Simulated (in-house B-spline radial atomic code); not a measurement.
Configurations of the copper ion Cu³⁺, with energies counted from [Ar] 3d8. Level of theory: Dirac-Hartree-Fock, average of configuration, Fermi nucleus of rms radius 3.8823 fm; calculated with a B-spline radial code for spherical atoms. Energies include first-order Breit, QED and recoil terms.

Occupations are held fixed; configurations that lie above the ionisation limit could autoionise.

| configuration | E - E(ref) (eV) | highest orbital | its <r> (bohr) |
| --- | --- | --- | --- |
| [Ar] 3d7 4s1 | 15.914 | 4s1/2 | 2.051 |
| [Ar] 3d7 4p1 | 24.587 | 4p3/2 | 2.369 |
| [Ar] 3d7 4f1 | 43.388 | 4f5/2 | 4.426 |
| [Ar] 3d7 6s1 | 45.551 | 6s1/2 | 7.112 |
| [Ar] 3d7 6p1 | 46.975 | 6p3/2 | 7.889 |
| [Ar] 3d7 7f1 | 52.615 | 7f5/2 | 16.7 |
| [Ne] 3s2 3p5 3d8 4f1 | 120.2 | 4f5/2 | 4.42 |
| [Ne] 3s2 3p5 3d8 5g1 | 125.21 | 5g9/2 | 6.872 |
| [Ne] 3s2 3p5 3d8 6f1 | 127.81 | 6f5/2 | 11.84 |
| [Ne] 3s2 3p5 3d8 7g1 | 129.47 | 7g9/2 | 15.87 |

(1) Order these further configurations by energy, lowest first.
A. [Ar] 3d7 5s1
B. [Ar] 3d7 6f1
C. [Ne] 3s2 3p5 3d9
D. [Ne] 3s2 3p5 3d8 7s1
E. [Ne] 3s2 3p5 3d8 4s1

(2) How far above the reference does [Ne] 3s2 3p5 3d8 5f1 lie?

(3) How far above the reference does [Ne] 3s2 3p5 3d8 7f1 lie?

(4) How far above the reference does [Ne] 3s2 3p5 3d8 5s1 lie?

## Answers

(1) A (37.49 eV), B (50.994 eV), C (76.808 eV), E (92.631 eV), D (126.3 eV).

(2) 125.13 eV; its least bound orbital is 5f5/2 with <r> = 7.751 bohr.

(3) 129.44 eV; its least bound orbital is 7f5/2 with <r> = 16.68 bohr.

(4) 114.29 eV; its least bound orbital is 5s1/2 with <r> = 4.212 bohr.
